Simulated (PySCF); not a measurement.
**Correlation energy of Fe³⁺ (iron, charge +3)**

[Ar] 3d5, high-spin 6S determinant. Computed with PySCF 2.14 in aug-cc-pVTZ (8s7p5d3f2g, 93 functions), with the non-relativistic Hamiltonian (point nucleus). Frozen: [Ar]; 5 electrons correlated.

| level | correlation energy (mhartree) |
| --- | --- |
| CCSD | -70.62 |
| (T) | -0.46 |
| CCSD(T) | -71.08 |

Diagnostics: T1 = 0.0024, D1 = 0.0034, largest double amplitude 0.012.

Task: Is a single reference adequate?

Result: Yes: T1 lies below 0.03 and no double amplitude reaches 0.07.
